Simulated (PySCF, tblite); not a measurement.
Species: C₆H₁₁N₃.
Numbering: `[CH3:1][CH2:2][CH2:3][CH2:4][n:5]1[cH:6][cH:7][n:8][n:9]1` (hydrogens: H10, H11, H12 on C1; H13, H14 on C2; H15, H16 on C3; H17, H18 on C4; H19 on C6; H20 on C7)

Structure used (GFN2-xTB), in Å, numbered top down from 1:
```xyz
20
C6H11N3 angstrom
C     -2.719    0.839   -0.312
C     -1.520    0.194    0.369
C     -0.790   -0.758   -0.575
C      0.436   -1.398    0.082
N      1.454   -0.426    0.366
C      2.334    0.141   -0.489
C      3.048    1.018    0.294
N      2.569    0.937    1.549
N      1.622    0.077    1.582
H     -3.419    0.079   -0.653
H     -3.238    1.501    0.377
H     -2.402    1.423   -1.174
H     -0.833    0.969    0.713
H     -1.853   -0.360    1.249
H     -0.477   -0.216   -1.471
H     -1.468   -1.555   -0.886
H      0.157   -1.850    1.037
H      0.858   -2.168   -0.572
H      2.385   -0.114   -1.527
H      3.851    1.676    0.038
```

Computed, not measured: PBE0/pcSseg-1 in PySCF (dipole) on a GFN2-xTB geometry, gas phase.

Take the most abundant isotopes and a rigid rotor. The values belong to one conformer with, in the numbering `[CH3:1][CH2:2][CH2:3][CH2:4][n:5]1[cH:6][cH:7][n:8][n:9]1`, C1–C2–C3–C4 179°, C2–C3–C4–N5 -66°, C3–C4–N5–C6 -78°.

Give the principal moments of inertia and the rotational constants in MHz.

Ia = 146.96, Ib = 538.03, Ic = 574.50 u·Å²; 505379 MHz·u·Å²/I gives A = 3439, B = 939.3, C = 879.7 MHz.

Classify the top.

A near-prolate asymmetric top. Ray's parameter κ = (2B − A − C)/(A − C) = -0.953; −1 is the prolate and +1 the oblate limit.

What does the inertial defect say?

Not planar: Δ = Ic − Ia − Ib = -110.49 u·Å². For a rigid frame Δ = −2 Σ m c², so Σ m c² = 55.24 u·Å² lies off the ab plane: 13.82 from hydrogen and 41.42 from heavier atoms. The atom farthest from that plane is 1.70 Å away.

Give the other two planar moments, Paa and Pbb, and the rms extents of the mass along the axes.

Paa = Σ m a² = (Ib + Ic − Ia)/2 = 482.78 and Pbb = Σ m b² = (Ia + Ic − Ib)/2 = 91.72 u·Å². With the mass M = 125.10 u, the rms extents √(P/M) along a, b and c are 1.96, 0.86, 0.66 Å.

Which lines would a microwave search look for?

The dipole components are |μa| = 2.28 D, |μb| = 3.26 D, |μc| = 2.26 D. The squared components, which scale the intensities, stand as 0.49 : 1.00 : 0.48 (a : b : c). Some lines, for components of 0.1 D or more:

```
type  branch         J(Ka,Kc)    MHz  lower level (cm⁻¹)
   b       Q  1(1,0) ← 1(0,1)   2559               0.061
   b       R  5(0,5) ← 4(1,4)   6830               0.681
   a       R  4(0,4) ← 3(0,3)   7265               0.364
   a       R  4(3,1) ← 3(3,0)   7278               1.123
   b       Q  4(2,3) ← 4(1,4)   7888               0.681
   c       R  3(1,2) ← 2(0,2)   8166               0.182
   a       R  5(4,1) ← 4(4,0)   9097               1.957
   b       R  2(2,1) ← 1(1,0)  11196               0.146
   c       Q  5(3,3) ← 5(2,3)  12620               1.249
   c       R  4(2,3) ← 3(1,3)  15043               0.442
   b       R  4(2,2) ← 3(1,3)  15059               0.442
   b       Q  5(5,0) ← 5(4,1)  22763               2.260
   b       R  5(5,1) ← 4(4,0)  31860               1.957
```

Its GFN2-xTB frequencies are all real (lowest 29 cm⁻¹). Constants of a rigid frame at the computed geometry: no zero-point averaging, no centrifugal distortion. A rigid rotor knows nothing of internal rotation, which can split or shift real lines. Quadrupole hyperfine structure (14N) is left out.
